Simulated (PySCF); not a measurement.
## Computed spin Hamiltonian

C₅H₇O₂ (doublet state).
Structure used (GFN2-xTB), in Å, numbered top down from 1:
```
atom  x, y, z in Å
C1     2.2603    1.6513    0.1518
C2     1.8546    0.5602   -0.1232
C3     1.3258   -0.7535   -0.4311
C4    -0.0339   -0.9712    0.2381
O5    -0.9699   -0.1140   -0.3677
C6    -2.1875   -0.0041    0.2680
O7    -2.9718    0.9965   -0.2287
H8     2.6279    2.6059    0.3824
H9     2.0228   -1.5188   -0.0808
H10    1.2091   -0.8494   -1.5135
H11   -0.3497   -2.0181    0.1117
H12    0.0321   -0.7580    1.3146
H13   -2.1988   -0.0670    1.3505
H14   -2.6216    1.2398   -1.0943
```

The hyperfine couplings belong to this conformer and change with its torsions.

Identity: `C#CCCO[CH]O` [radical].

Theory: UKS B3LYP, pcH-1 on C H O, non-relativistic, mean-field spin-orbit, GIAO (PySCF 2.14.0). Geometry: GFN2-xTB, one conformer, isolated molecule. The geometry wasn't refined by DFT: couplings that depend on bond lengths, twists or pyramidal angles can differ widely from those at the functional's own minimum. The SCF solution wasn't tested for stability.

* g1, g2, g3: 2.00204, 2.00360, 2.00409
* g_iso: 2.00324
* Form of g: rhombic: the two nearest values differ by 24 % of g3 − g1
* ⟨S²⟩: 0.7526 (exact 0.7500)
* HOMO–LUMO gap, α and β orbitals: 5.10, 7.03 eV
* Total energy: -345.07472 Eh
* Basis functions: 245

Hyperfine couplings atom by atom, in MHz; T1 to T3 are the principal values of the dipolar part; ρ(0) is the spin density at the nucleus:

```
atom  isotope  a_iso     T1     T2     T3  Mulliken spin population  ρ(0) (bohr⁻³)
  C1      13C    0.1   -0.3   -0.1    0.5                      0.00         0.0001
  C2      13C    0.4   -0.3   -0.3    0.6                      0.00         0.0003
  C3      13C   -0.3   -0.4   -0.3    0.8                      0.00        -0.0002
  C4      13C   -3.5   -1.1   -1.0    2.1                     -0.01        -0.0031
  O5      17O  -26.5  -49.0   23.3   25.7                      0.08         0.0436
  C6      13C  286.2  -70.9  -70.5  141.4                      0.80         0.2546
  O7      17O  -26.3  -57.9   27.6   30.3                      0.11         0.0434
  H8       1H   -0.2   -0.5   -0.4    0.9                      0.00         0.0000
  H9       1H    0.3   -0.9   -0.9    1.8                      0.00         0.0001
 H10       1H   -0.3   -1.6   -1.4    3.0                      0.00        -0.0001
 H11       1H    6.4   -4.1   -3.2    7.3                      0.02         0.0014
 H12       1H    4.5   -3.5   -3.2    6.7                      0.01         0.0010
 H13       1H   41.0  -29.8   -4.3   34.0                      0.00         0.0092
 H14       1H  -11.6  -12.3   -8.0   20.3                      0.00        -0.0026
```

The Mulliken spin populations are largest on C6 (+0.80), O7 (+0.11) and O5 (+0.08). C6 is the only atom above +0.15. The angles at C6 add up to 344.8°, so it is pyramidal.

Under fast tumbling the dipolar parts average out, and these isotropic splittings remain: 1 × 1H (H13, I = 1/2, 2 lines) with 1.46 mT, 1 × 1H (H14, I = 1/2, 2 lines) with 0.41 mT and 2 × 1H (H11/H12, I = 1/2, 3 lines) with 0.19 mT.

Means are taken over nuclei equivalent by connectivity, which assumes that they swap fast.

The 17O coupling of O5 (-26.5 MHz) shows only in satellite lines or after enrichment, since that isotope makes up about 0.038 % of natural oxygen.

The 13C coupling of C6 (286.2 MHz) shows only in satellite lines or after enrichment, since that isotope makes up about 1.07 % of natural carbon.

Examples of negative spin density at the nucleus (bohr⁻³): C4 (-0.0031) and H14 (-0.0026).
